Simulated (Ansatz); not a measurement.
Molecule: SiI (charge 0, doublet). SMILES: I[Si]
Geometry: optimised at B3LYP-D3(BJ)/def2-TZVP (Ansatz, a quantum-chemistry and plane-wave program).

Property: atomisation energy (electronic, to ground-state atoms), in kJ/mol. Valence correlation only, unless marked. UHF or UKS for open shells. No spin-orbit coupling. Frozen are the shells of the preceding noble gas and the d and f shells that filled before the atom's block. In def2 rows, elements after Kr have scalar-relativistic effective core potentials. STO-3G rows are all-electron and non-relativistic. The coupled-cluster limit lacks core correlation, which all-electron functionals hold. CBS(X,Y): correlation extrapolated as X^-3; Hartree-Fock from the larger set.

| level | program | atomisation energy (kJ/mol) | minus last row |
|---|---|---|---|
| HF/def2-TZVPPD | Ansatz | 193.3 | -122.2 |
| BLYP/def2-TZVPD | Ansatz | 315.8 | 0.3 |
| PBE0-D3(BJ)/def2-TZVPD | Ansatz + dftd3 | 326.6 | 11.1 |
| wB97X/def2-TZVPD | Ansatz | 310.8 | -4.7 |
| MP2/def2-QZVPP | Ansatz | 311.5 | -4.0 |
| RI-MP2/def2-QZVPPD | Ansatz | 311.5 | -4.0 |
| SCS-MP2/STO-3G | Ansatz | 357.1 | 41.6 |
| CCSD(T)/def2-QZVPPD | Ansatz | 306.7 | -8.8 |
| CCSD(T)/CBS(def2-TZVPP,def2-QZVPP) | Ansatz | 315.9 | 0.4 |
| CCSD(T)/CBS(def2-TZVPPD,def2-QZVPPD) | Ansatz | 315.5 | 0.0 |
